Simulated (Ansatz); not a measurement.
`[F][Sb]([SiH3])[Cl]` + H₂ → `[SiH3][SbH][Cl]` + H–F at 600 K and 1 bar (hydrogenolysis of the Sb–F bond).

Computed with Ansatz on PBE0-D4/def2-TZVP structures; ΔE is electronic, products minus reactants. CCSD(T)/CBS adds triple-zeta CCSD(T) − MP2 to the extrapolated MP2 energy (def2 sets, frozen cores). This one scheme is used for every species. Elements past krypton have def2 core potentials. For Sb outer-core shells are correlated without core-valence functions, which leaves a few kJ/mol of doubt a bond.

| species | CCSD(T)/CBS energy (Eh) | H − E (kJ/mol) | S (J/(mol·K)) |
| --- | --- | --- | --- |
| `[F][Sb]([SiH3])[Cl]` | -1090.53073 | 128.2 | 446.6 |
| H₂ | -1.17544 | 43.9 | 150.8 |
| `[SiH3][SbH][Cl]` | -991.30233 | 135.8 | 414.9 |
| H–F | -100.39570 | 42.3 | 194.0 |

H − E and S are ideal-gas, rigid-rotor, harmonic terms from PBE0-D4/def2-TZVP, for one conformer and one mirror image of each species. The MP2-based limit puts H₂ 0.8 mEh under its directly extrapolated value; such offsets cancel only in part. 1 Eh = 2625.50 kJ/mol, R = 8.31446 J/(mol·K).

By hand: ΔE, ΔH, ΔS and ΔG.

ΔE = (-991.30233) + (-100.39570) − (-1090.53073) − (-1.17544) = 0.00814 Eh = 21.4 kJ/mol. Δ(H − E) = 135.8 + 42.3 − 128.2 − 43.9 = 6.0, so ΔH = 27.4 kJ/mol. ΔS = 414.9 + 194.0 − 446.6 − 150.8 = 11.5 J/(mol·K). ΔG = 27.4 − 600 × (11.5)/1000 = 20.5 kJ/mol.

By hand: the equilibrium constant, and the temperature at which ΔG would vanish if ΔH and ΔS stayed fixed.

log₁₀ K = −ΔG/(RT ln 10) = -1.8. ΔG = 0 at ΔH/ΔS = 2383 K, though so small a ΔS makes that figure unsure.

The number of gas molecules stays the same, so ΔS is small and ΔH decides. A doubt of 5 kJ/mol in ΔE shifts log₁₀ K by 0.4 here. Other conformers and mirror images would add mixing entropy, several J/(mol·K) or more a flexible species. These are equilibria of isolated gas molecules and say nothing of rates. Largest T1 diagnostic: 0.014 (customary marks: 0.02 for closed shells, 0.045 for open ones).
